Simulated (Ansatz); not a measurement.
**Molecular dynamics of C2H3AlO**

input.yaml

```yaml
crystal:
  periodic: [false, false, false]
  atoms:
    - { symbol: O, position_ang: [-1.745135, 0.236258, -0.464047] }
    - { symbol: C, position_ang: [-0.4245, 0.154766, -0.288412] }
    - { symbol: C, position_ang: [0.303187, -0.39924, 0.72626] }
    - { symbol: Al, position_ang: [1.405566, 0.327551, -0.560538] }
    - { symbol: H, position_ang: [-2.198799, -0.173819, 0.265412] }
    - { symbol: H, position_ang: [-0.064788, -0.894647, 1.613572] }
    - { symbol: H, position_ang: [2.724479, 0.74913, -1.292236] }
basis:
  gaussian: { orbitals: "6-31G*" }
hamiltonian:
  xc: hf
md:
  timestep: 0.5
  n_steps: 166
  ensemble: nve
  temperature: 200.0
  initial_velocities: maxwell_boltzmann
  seed: 768683
scf:
  lower_state_search: "off"
```

Command:

```bash
$ ansatz run input.yaml --threads 1 --pin off --max-ram 2048MiB --backend cpu --events-out ev --progress --plain --runs-dir out
```

It starts from a relaxed structure.

Output, in part (one step line in 6, the closing report, with atoms numbered from 0):

```
md step     0: t =     0.00 fs  T =   200.0 K  F+E_penalty+E_count = -10725.55578247 eV  E_kin = 0.129260 eV  conserved = -10725.42652248 eV  (22 SCF iters)
md step     6: t =     3.00 fs  T =   130.4 K  F+E_penalty+E_count = -10725.51001821 eV  E_kin = 0.084300 eV  conserved = -10725.42571786 eV  (16 SCF iters)
md step    12: t =     6.00 fs  T =    99.8 K  F+E_penalty+E_count = -10725.49022118 eV  E_kin = 0.064474 eV  conserved = -10725.42574761 eV  (16 SCF iters)
md step    18: t =     9.00 fs  T =    96.9 K  F+E_penalty+E_count = -10725.48874656 eV  E_kin = 0.062641 eV  conserved = -10725.42610512 eV  (16 SCF iters)
md step    24: t =    12.00 fs  T =    77.6 K  F+E_penalty+E_count = -10725.47605122 eV  E_kin = 0.050151 eV  conserved = -10725.42590016 eV  (16 SCF iters)
md step    30: t =    15.00 fs  T =    85.1 K  F+E_penalty+E_count = -10725.48105974 eV  E_kin = 0.055006 eV  conserved = -10725.42605341 eV  (16 SCF iters)
md step    36: t =    18.00 fs  T =    36.9 K  F+E_penalty+E_count = -10725.44947455 eV  E_kin = 0.023850 eV  conserved = -10725.42562472 eV  (17 SCF iters)
md step    42: t =    21.00 fs  T =    80.4 K  F+E_penalty+E_count = -10725.47826831 eV  E_kin = 0.051993 eV  conserved = -10725.42627491 eV  (16 SCF iters)
md step    48: t =    24.00 fs  T =   107.7 K  F+E_penalty+E_count = -10725.49580562 eV  E_kin = 0.069595 eV  conserved = -10725.42621092 eV  (16 SCF iters)
md step    54: t =    27.00 fs  T =    81.6 K  F+E_penalty+E_count = -10725.47831334 eV  E_kin = 0.052723 eV  conserved = -10725.42559001 eV  (16 SCF iters)
md step    60: t =    30.00 fs  T =   120.3 K  F+E_penalty+E_count = -10725.50401986 eV  E_kin = 0.077769 eV  conserved = -10725.42625087 eV  (16 SCF iters)
md step    66: t =    33.00 fs  T =    96.4 K  F+E_penalty+E_count = -10725.48828291 eV  E_kin = 0.062314 eV  conserved = -10725.42596889 eV  (16 SCF iters)
md step    72: t =    36.00 fs  T =   104.6 K  F+E_penalty+E_count = -10725.49353066 eV  E_kin = 0.067617 eV  conserved = -10725.42591328 eV  (16 SCF iters)
md step    78: t =    39.00 fs  T =   119.9 K  F+E_penalty+E_count = -10725.50328763 eV  E_kin = 0.077468 eV  conserved = -10725.42581973 eV  (16 SCF iters)
md step    84: t =    42.00 fs  T =   116.8 K  F+E_penalty+E_count = -10725.50142645 eV  E_kin = 0.075513 eV  conserved = -10725.42591341 eV  (16 SCF iters)
md step    90: t =    45.00 fs  T =   127.9 K  F+E_penalty+E_count = -10725.50901069 eV  E_kin = 0.082689 eV  conserved = -10725.42632152 eV  (17 SCF iters)
md step    96: t =    48.00 fs  T =    80.7 K  F+E_penalty+E_count = -10725.47773528 eV  E_kin = 0.052139 eV  conserved = -10725.42559669 eV  (16 SCF iters)
md step   102: t =    51.00 fs  T =   105.1 K  F+E_penalty+E_count = -10725.49388279 eV  E_kin = 0.067897 eV  conserved = -10725.42598603 eV  (16 SCF iters)
md step   108: t =    54.00 fs  T =   130.8 K  F+E_penalty+E_count = -10725.51084612 eV  E_kin = 0.084565 eV  conserved = -10725.42628110 eV  (17 SCF iters)
md step   114: t =    57.00 fs  T =   103.9 K  F+E_penalty+E_count = -10725.49309439 eV  E_kin = 0.067155 eV  conserved = -10725.42593981 eV  (16 SCF iters)
md step   120: t =    60.00 fs  T =    87.7 K  F+E_penalty+E_count = -10725.48262466 eV  E_kin = 0.056700 eV  conserved = -10725.42592466 eV  (16 SCF iters)
md step   126: t =    63.00 fs  T =    72.9 K  F+E_penalty+E_count = -10725.47288930 eV  E_kin = 0.047116 eV  conserved = -10725.42577375 eV  (16 SCF iters)
md step   132: t =    66.00 fs  T =   104.7 K  F+E_penalty+E_count = -10725.49398223 eV  E_kin = 0.067670 eV  conserved = -10725.42631213 eV  (16 SCF iters)
md step   138: t =    69.00 fs  T =    76.8 K  F+E_penalty+E_count = -10725.47547731 eV  E_kin = 0.049631 eV  conserved = -10725.42584609 eV  (16 SCF iters)
md step   144: t =    72.00 fs  T =    55.8 K  F+E_penalty+E_count = -10725.46174438 eV  E_kin = 0.036095 eV  conserved = -10725.42564928 eV  (16 SCF iters)
md step   150: t =    75.00 fs  T =    88.1 K  F+E_penalty+E_count = -10725.48321769 eV  E_kin = 0.056959 eV  conserved = -10725.42625884 eV  (16 SCF iters)
md step   156: t =    78.00 fs  T =    92.8 K  F+E_penalty+E_count = -10725.48588012 eV  E_kin = 0.059960 eV  conserved = -10725.42591983 eV  (16 SCF iters)
md step   162: t =    81.00 fs  T =   118.9 K  F+E_penalty+E_count = -10725.50286105 eV  E_kin = 0.076842 eV  conserved = -10725.42601871 eV  (16 SCF iters)
md step   166: t =    83.00 fs  T =   103.0 K  F+E_penalty+E_count = -10725.49244208 eV  E_kin = 0.066590 eV  conserved = -10725.42585159 eV  (16 SCF iters)
Total energy: -10725.49244208 eV, -394.1545772466 hartree
Atom 0 at    -1.747799     0.250996    -0.469201 Å, force    -0.334582    -0.316589     0.466945 eV/Å
Atom 1 at    -0.437383     0.107138    -0.292633 Å, force     0.868111     0.558849    -0.374430 eV/Å
Atom 2 at     0.313235    -0.408458     0.725742 Å, force     0.021655     0.516397    -0.807523 eV/Å
Atom 3 at     1.411271     0.339708    -0.553560 Å, force    -0.835346    -0.384600     0.009284 eV/Å
Atom 4 at    -2.229733    -0.068176     0.296124 Å, force     0.186154     0.067481    -0.303239 eV/Å
Atom 5 at    -0.051610    -0.834828     1.613337 Å, force    -0.300471    -0.600215     1.127225 eV/Å
Atom 6 at     2.665593     0.701688    -1.371218 Å, force     0.394479     0.158677    -0.118263 eV/Å
Dipole moment:     0.162243     0.000590     0.212053 e Å
```

All steps were run. The conserved energy stayed within 0.15 meV per atom of its start (net change 0.096 meV per atom), so the integration is sound. The temperature averaged 0.48 of the 200 K drawn at the start: a run that starts near a minimum puts about half its kinetic energy into the potential. A run of 0.083 ps of so small a system gives no equilibrium averages.

The same pairs are bonded in the first frame and the last. Pairs count as bonded within 1.25 times the sum of covalent radii (0.12 Å more for H–H).

Last frame:

```xyz
7
Properties=species:S:1:pos:R:3
O -1.748 0.251 -0.469
C -0.437 0.107 -0.293
C 0.313 -0.408 0.726
Al 1.411 0.340 -0.554
H -2.230 -0.068 0.296
H -0.052 -0.835 1.613
H 2.666 0.702 -1.371
```

The run took 110 s on 1 thread of Arm Neoverse V2, with other jobs on the host, peak memory 0.11 GiB.
